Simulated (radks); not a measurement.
Polarisability of the ruthenium ion Ru+, [Kr] 4d7, at imaginary frequency. All-electron calculation, non-relativistic Kohn-Sham, PBE, spin-unpolarised, spherical densities, point nucleus; relativity is left out, which matters for an element this heavy. Program: a radial shooting solver on a logarithmic mesh with Libxc functionals. Response by self-consistent Sternheimer equations with the Hartree and adiabatic LDA kernel.

w (hartree),alpha1(iw) (bohr^3)
0.00266,15.97
0.0143,15.94
0.0360,15.81
0.0697,15.41
0.118,14.53
0.186,13.05
0.280,11.09
0.413,8.952
0.605,6.870
0.892,4.943
1.35,3.243
2.12,1.849
3.59,0.8547
6.94,0.2968
17.5,0.06817

Static values: alpha1 = 15.97 bohr^3 (2.366 angstrom^3; uncoupled 24.01). C6 = 100.8, triple-dipole C9 = 1063 atomic units. One-pole (London) frequency 4 C6 / (3 alpha1^2) = 0.527 hartree, against 0.468 for minus the highest occupied eigenvalue.
